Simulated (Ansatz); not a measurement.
`CB(O)Br` + `[NH2][Mg][O][SiH3]` → `OB(Br)O[SiH3]` + `[CH3][Mg][NH2]`  (redistribution)

Isolated molecules relaxed with PBE0-D4/def2-TZVP in Ansatz; ΔE leaves out vibrations. CCSD(T)/CBS is the MP2 limit (def2-TZVPP, def2-QZVPP) plus CCSD(T) − MP2 in def2-TZVPP, frozen cores. DFT in def2-TZVPP. For Br, Mg outer-core shells are correlated without core-valence functions, which leaves a few kJ/mol of doubt a bond. Scalar relativity is left out up to krypton. One conformer a species, not always the lowest.

```tsv
level	ΔE (kcal/mol)
B2PLYP	13.0
CCSD(T)/def2-TZVPP	12.4
```

(1) What does CCSD(T)/CBS give? (Best estimate.)

Largest T1 diagnostic among the species: 0.011.

Answers

(1) The calculation gave: +13.2 kcal/mol. The listed levels differ from it by -0.2, -0.8 kcal/mol.

The D4 term adds −0.8 kcal/mol with B3LYP and −0.4 kcal/mol with PBE0; it sums over pairs of atoms, weighted by their polarisabilities, and B3LYP, whose exchange is more repulsive, gets the larger term. Leaving LDA and LC-ωPBE aside and taking each functional with its dispersion term where it has one, the values, not all of them listed here, spread over 2.1 kcal/mol, from PBE-D4 to PBE-QIDH. LDA lies −2.1 kcal/mol from PBE without D4.

B3LYP here is the variant with VWN-RPA as its local correlation; programs differ in this.
